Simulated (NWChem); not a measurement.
Species: C$_{4}$H$_{6}$; SMILES C#CCC

All runs: NWChem. Each level has its own optimisation; frequencies are unscaled. Brackets give each atom's bonded neighbours.

```tsv
level	r C–C [C(CC)–C(CH)] (Å)	r C–H [C(CH)–H(C)] (Å)	r C–C [C(CC)–C(CCHH)] (Å)	r C–C [C(CCHH)–C(CHHH)] (Å)	highest harmonic frequency (cm⁻¹)	lowest (cm⁻¹)	zero-point energy (kcal/mol)	dipole (D)
Hartree-Fock/3-21G	1.189	1.050	1.469	1.547	3664	241	57.7	0.71
Hartree-Fock/STO-3G	1.170	1.064	1.489	1.546	3951	232	63.6	0.56
PBE0/def2-SVP	(withheld)	(withheld)	1.459	(withheld)	(withheld)	(withheld)	(withheld)	(withheld)
```

**Question.** Some entries are withheld; supply them.

**Answer.** 
- PBE0/def2-SVP, r C–C [C(CC)–C(CH)] (Å): 1.211
- PBE0/def2-SVP, r C–H [C(CH)–H(C)] (Å): 1.074
- PBE0/def2-SVP, r C–C [C(CCHH)–C(CHHH)] (Å): 1.528
- PBE0/def2-SVP, highest harmonic frequency (cm⁻¹): 3491
- PBE0/def2-SVP, lowest (cm⁻¹): 204
- PBE0/def2-SVP, zero-point energy (kcal/mol): 53.3
- PBE0/def2-SVP, dipole (D): 0.77
